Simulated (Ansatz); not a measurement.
The cluster Ti6⁺. The state is a doublet with charge 1. Geometry PBE-D4/def2-SVP; atoms count from 1.

```xyz
6

Ti   -0.737   -0.520    1.575
Ti    0.753    0.521   -1.578
Ti   -1.504    1.160   -0.176
Ti   -1.046   -1.255   -0.813
Ti    1.051    1.260    0.816
Ti    1.484   -1.164    0.176
```

The charge 1 doublet is spin-contaminated (final ⟨S²⟩ up to 4.31, 0.75 for a pure state). The structure comes from a short search, and lower isomers may exist.

**Question.** Estimate the Mulliken populations from the PBE0/def2-TZVP orbitals of Ansatz.

**Answer.** 
```csv
atom,charge (e),spin (α − β),d electrons
Ti1,0.14,1.22,2.70
Ti2,0.13,-0.73,2.73
Ti3,0.21,1.98,2.70
Ti4,0.20,1.92,2.73
Ti5,0.16,-1.87,2.77
Ti6,0.17,-1.51,2.72
```
Mulliken values depend strongly on the basis.

**Question.** Where does the spin sit?

**Answer.** Summed by element: Ti 1.00, of 1 unpaired in all. Largest on single atoms: Ti3 1.98, Ti4 1.92, Ti5 -1.87.

**Question.** And the Mayer bond orders between heavy atoms (over 0.3)?

**Answer.** Ti1–Ti3 1.21 (2.55 Å); Ti1–Ti4 1.26 (2.52 Å); Ti1–Ti5 0.89 (2.63 Å); Ti1–Ti6 0.86 (2.70 Å); Ti2–Ti3 0.80 (2.73 Å); Ti2–Ti4 0.89 (2.64 Å); Ti2–Ti5 1.30 (2.52 Å); Ti2–Ti6 1.26 (2.54 Å); Ti3–Ti4 1.19 (2.54 Å); Ti3–Ti5 0.71 (2.74 Å); Ti4–Ti6 0.76 (2.72 Å); Ti5–Ti6 1.14 (2.54 Å).
